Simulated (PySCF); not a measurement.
PySCF input:

```python
from pyscf import gto, scf, dft

mol = gto.M(
    atom='''
    Si   -0.16123536   -0.55833638    0.02615938
    Br   -0.09425713    0.49946905   -1.87339119
    Br    0.07407028    0.62467080    1.83636823
    N     1.50778512   -1.48488530   -0.01830073
    N    -1.34415379   -1.73240864    0.11945748
    H     1.55734346   -2.11084823   -0.82563641
    H     1.63208197   -2.05525780    0.82152187
    H    -1.87419372   -2.02753028   -0.68800193
    H    -1.79807509   -1.97091332    0.98957287
    H     2.30125873   -0.84257825   -0.07598138
    ''',
    basis='def2-tzvpd',
    charge=1,
    spin=0,
    verbose=4,
)

mf = dft.RKS(mol, xc='tpssh').density_fit(auxbasis='def2-universal-jkfit')
mf.grids.level = 3
mf.conv_tol = 1e-9
mf.max_cycle = 100
mf.max_memory = 1500
mf.kernel()
if not mf.converged:
    mf = mf.newton()
    mf.kernel(mf.make_rdm1())
mf.analyze()
```

Which total energy does the run end on?

-5550.14188 Eh (TPSSh/def2-TZVPD).

It need not be the lowest isomer of its formula.
